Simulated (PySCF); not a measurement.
A structure optimised at B3LYP-D3(BJ)/def2-SVP, used in a PySCF frequency run:

```xyz
4

Sb    -0.3427     0.3619     0.0000
F     -0.8823    -0.8308     1.4215
F     -0.8823    -0.8308    -1.4215
Cl     1.9621    -0.2060     0.0000
```

Problem. Write its SMILES, formula and point group.

Solution. [F][Sb]([F])[Cl], ClF₂Sb, Cs

Problem. What are its rotational constants (standard atomic weights)?

Solution. 4.2010, 2.2589, 1.9666 GHz
